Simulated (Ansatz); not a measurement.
Cost and result up the ladder for Sn(CF3)4 (SnC4F12) (17 atoms). The state is a singlet with charge 0. Geometry: r2SCAN-D4/def2-SVP.

```xyz
17

Sn    0.000    0.000   -0.001
C     1.684   -1.311    0.559
F     2.487   -0.708    1.449
F     2.424   -1.629   -0.515
F     1.244   -2.453    1.109
C    -1.443   -1.132   -1.227
F    -0.830   -1.742   -2.254
F    -2.386   -0.321   -1.733
F    -2.060   -2.074   -0.497
C     0.764    1.717   -1.157
F     1.772    2.322   -0.509
F    -0.200    2.628   -1.362
F     1.222    1.325   -2.356
C    -1.005    0.726    1.825
F    -1.321   -0.295    2.637
F    -2.138    1.380    1.524
F    -0.213    1.566    2.509
```

Ansatz on 4 threads of Arm Neoverse V1 on a shared host. Times are rough, and most runs start from the orbitals of an earlier one. PBE0-D4/def2-TZVP serves as the yardstick here, not as an exact answer. Differences are given only for rows in sets of like size (and for xTB, whose basis is part of the method), since another set adds its own error. Binding counts from free atoms at the same level (Sn triplet, C triplet, F doublet; other spins of the atoms weren't run), without zero-point energy or a counterpoise term.

In the def2 sets Sn takes a core potential, while STO-3G treats all electrons; there is no spin–orbit coupling. Correlated methods freeze 20 core orbitals; core or outer-core shells of Sn are correlated, in sets that lack core-valence functions. The rows differ in basis, and correlated rows in double-zeta sets carry the largest basis error.

Correlated methods converge slowly with the basis, most of all in double-zeta sets.

```tsv
level	functions	binding energy per atom (eV)	difference from PBE0-D4/def2-TZVP (eV)
HF/STO-3G	107	2.56	–
PBE0-D4/def2-TZVP (with forces)	546	4.09	0.00
r2SCAN-D4/def2-TZVP	546	4.11	0.02
RPA@PBE/def2-SVP	250	3.42	–
PBE-D4/def2-SVP	250	4.48	–
MP2/def2-SVP	250	4.03	–
PBE0-D4/def2-SVP	250	4.20	–
PBE-D4/def2-TZVP	546	4.33	0.24
```

(1) Estimate how long each takes.

Answers

(1) HF/STO-3G 2.2 s; PBE-D4/def2-SVP 6 s; PBE0-D4/def2-SVP 10 s; MP2/def2-SVP 14 s; PBE-D4/def2-TZVP 16 s; RPA@PBE/def2-SVP 21 s; r2SCAN-D4/def2-TZVP 29 s; PBE0-D4/def2-TZVP (with forces) 58 s. On shared hardware such times vary by a factor of up to 3.
